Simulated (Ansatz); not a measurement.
Two isomers of CH9BN2Si: A = `NBC(N)[SiH3]`, B = `CB[SiH](N)N`.

Calculated with Ansatz (gas phase, PBE0-D4/def2-TZVP geometries, no zero-point term in ΔE). CCSD(T)/CBS adds triple-zeta CCSD(T) − MP2 to the extrapolated MP2 energy (def2 sets, frozen cores). Functionals use def2-TZVPP. B3LYP here is the variant with VWN-RPA as its local correlation; programs differ in this. Each species was taken in one conformer, which may not be the lowest.

Task: Which isomer does CCSD(T)/CBS put lower? Give the gap. (Estimate.)

Result: The calculation gave: B, by 7.0 kcal/mol.

Task: Give E(B) − E(A) in kcal/mol with CCSD/def2-TZVPP, B2PLYP, B3LYP, MP2/def2-TZVPP, PBE0-D4, HF/def2-TZVPP, PBE-D4. (An estimate is asked.)

Result: Ansatz gave: CCSD/def2-TZVPP -6.3, B2PLYP -6.3, B3LYP -6.3, MP2/def2-TZVPP -5.7, PBE0-D4 -5.1, HF/def2-TZVPP -8.9, PBE-D4 -4.2. None reverses the order clearly.

Largest T1 diagnostic: 0.012.

In def2-TZVPP, CCSD(T) changes the Hartree–Fock value by +3.5 kcal/mol (the triples alone add +0.8 kcal/mol) and MP2 by +3.2 kcal/mol. From PBE to PBE0 (25 % exact exchange), in def2-TZVPP and without D4, E(B) − E(A) moves by −0.8 kcal/mol.
